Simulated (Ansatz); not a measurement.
Input (CCSDT(Q)/cc-pV(D+d)Z; Ansatz, a program for electronic structure): A basis named .json is the Basis Set Exchange file of that set.

Ansatz 0.2 input:
```yaml
crystal:
  periodic: [false, false, false]
  atoms:
    - {symbol: Si, position_ang: [-0.94057447, -0.09694127, -0.47611273]}
    - {symbol: C, position_ang: [0.68100221, 0.07018819, 0.34471893]}
    - {symbol: C, position_ang: [1.75204628, 0.18057644, 0.88687453]}
    - {symbol: H, position_ang: [-1.05317355, 0.91433454, -1.54888426]}
    - {symbol: H, position_ang: [-1.05820970, -1.45143283, -1.05724151]}
    - {symbol: H, position_ang: [-2.01609609, 0.11169540, 0.51682235]}
    - {symbol: H, position_ang: [2.69723094, 0.27799287, 1.36532091]}
basis:
  gaussian:
    orbitals: cc-pV_D+d_Z.json
magnetization: {spin_polarized: false}
correlation: {method: ccsdt_q, electrons: outside_noble_gas}
```

Output:

```
Functional definition: HF
integrals: 0.07 GiB planned
1342 factors; integrals over basis functions are off by at most 2.2e-7 eV
mean field: 0.22 GiB planned
mean field evaluation 1: about -9983.3162 eV, gradient 2.2e1 eV
mean field evaluation 2: about -9983.3203 eV, gradient 2.2e1 eV
mean field evaluation 4: about -9985.0421 eV, gradient 2.2e0 eV
mean field evaluation 8: about -9985.0623 eV, gradient 1.1e-4 eV
mean field evaluation 16: about -9985.0584 eV, gradient 1.7e-1 eV
mean field -9985.06229843 eV, -366.9442713489 hartree, gradient 1.7e-6 eV, S^2 0.000000; 0 other end points of the search recorded, 0 dependent functions left out
7 core orbitals not correlated
reference -9985.06229843 eV, -366.9442713489 hartree; 8, 8 occupied and 56, 56 virtual orbitals, 1342 factors
second order -9.60030536 eV of doubles, -0.00000000 eV of singles
coupled cluster: 1.09 GiB planned
cycle   1  -10.09836532 eV  change   -5.0e-1 eV  update   1.0e-1
cycle   2  -10.71221246 eV  change   -6.1e-1 eV  update   4.6e-2
cycle   3  -10.99275148 eV  change   -2.8e-1 eV  update   2.0e-2
cycle   4  -10.97984203 eV  change    1.3e-2 eV  update   6.3e-3
cycle   5  -10.98409561 eV  change   -4.3e-3 eV  update   3.0e-3
cycle   6  -10.98853253 eV  change   -4.4e-3 eV  update   1.2e-3
cycle   7  -10.98847706 eV  change    5.5e-5 eV  update   4.7e-4
cycle   8  -10.98837143 eV  change    1.1e-4 eV  update   1.6e-4
cycle   9  -10.98851801 eV  change   -1.5e-4 eV  update   6.3e-5
cycle  10  -10.98854868 eV  change   -3.1e-5 eV  update   2.0e-5
cycle  11  -10.98854000 eV  change    8.7e-6 eV  update   7.8e-6
cycle  12  -10.98855192 eV  change   -1.2e-5 eV  update   3.1e-6
cycle  13  -10.98855469 eV  change   -2.8e-6 eV  update   1.1e-6
cycle  14  -10.98855543 eV  change   -7.5e-7 eV  update   4.3e-7
perturbative correction -0.03545114 eV, -0.0013028052 hartree
Total energy: -9996.08630500 eV, -367.3493961179 hartree
```
